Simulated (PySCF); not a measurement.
Molecule: SMILES c1c(NO)cccc1, C6H7NO.

Geometry:
| atom | x (Å) | y (Å) | z (Å) |
| --- | --- | --- | --- |
| O1 | 2.739 | -0.936 | -0.288 |
| N2 | 2.054 | 0.100 | 0.333 |
| C3 | 0.674 | 0.098 | 0.114 |
| C4 | -0.013 | -1.072 | -0.231 |
| C5 | -1.398 | -1.047 | -0.368 |
| C6 | -2.119 | 0.128 | -0.165 |
| C7 | -1.431 | 1.294 | 0.173 |
| C8 | -0.047 | 1.286 | 0.310 |
| H9 | 3.111 | -1.442 | 0.444 |
| H10 | 2.492 | 0.979 | 0.068 |
| H11 | 0.555 | -1.986 | -0.404 |
| H12 | -1.921 | -1.967 | -0.643 |
| H13 | -3.205 | 0.139 | -0.275 |
| H14 | -1.977 | 2.228 | 0.330 |
| H15 | 0.484 | 2.204 | 0.578 |

Geometry PBE0-D3(BJ)/def2-SVP throughout; GIAO in PySCF 2.14.0 with density-fitted response routines, gas phase, one conformer, non-relativistic; equivalent atoms averaged; functional PBE0.

Question: How do the shifts δ (against H2O, NH3, TMS at the same level) depend on the basis set? (a selection of nuclei; ppm; last column core-seconds on shared hosts with different chips, so compare them loosely)

Answer: 
```
    basis set  functions     O1     N2     C3  C4/C8  H12/H14   H13  H11/H15   H10    H9  core-s
       STO-3G         47   75.3   95.3  118.4   99.3     6.85  6.58     6.29  4.17  1.89     3.7
     pcSseg-0         86  106.6  158.6  158.5  120.3     7.18  6.76     6.68  4.99  2.94     7.9
        6-31G         86   84.6  135.3  143.1  107.9     7.25  6.88     6.79  5.43  2.87       9
       6-31G*        126   79.8  132.4  141.3  105.1     7.13  6.70     6.57  5.46  3.03      13
      cc-pVDZ        147   97.2  149.9  149.0  109.7     7.13  6.72     6.62  5.35  2.72      17
     def2-SVP        147   92.6  145.3  146.7  108.4     7.07  6.61     6.61  5.31  2.98      16
     pcSseg-1        171  101.2  162.7  154.9  114.8     7.33  6.91     6.88  5.79  3.46      17
  aug-cc-pVDZ        247   93.9  146.8  148.7  109.2     7.46  7.04     7.04  6.07  3.63      37
6-311+G(2d,p)        258   96.2  155.2  154.1  113.4     7.45  7.02     7.04  5.89  3.38      35
    def2-TZVP        290   99.1  159.3  156.3  114.5     7.45  7.01     6.99  5.82  3.35      47
```

Question: Which nucleus among those listed moves most, in ppm?

Answer: N2 (nitrogen bonded to O or N): from 95.3 ppm with STO-3G to 162.7 ppm with pcSseg-1. The smallest spread is 0.46 ppm, at H13. Proton shifts span only some 12 ppm, so a few tenths of a ppm matter as much there as several ppm in carbon.

Question: Taking the largest basis, def2-TZVP (290 functions), as the yardstick, rank the others by their worst heavy-atom deviation.

Answer: pcSseg-1 3.4 ppm (171 functions), 6-311+G(2d,p) 4.1 ppm (258 functions), pcSseg-0 7.5 ppm (86 functions), cc-pVDZ 9.4 ppm (147 functions), aug-cc-pVDZ 12.6 ppm (247 functions), def2-SVP 14.1 ppm (147 functions), 6-31G 24.0 ppm (86 functions), 6-31G* 26.9 ppm (126 functions), STO-3G 64.1 ppm (47 functions).

A small basis that lands close on one nucleus may do so by chance; judge by the trend and by all nuclei.
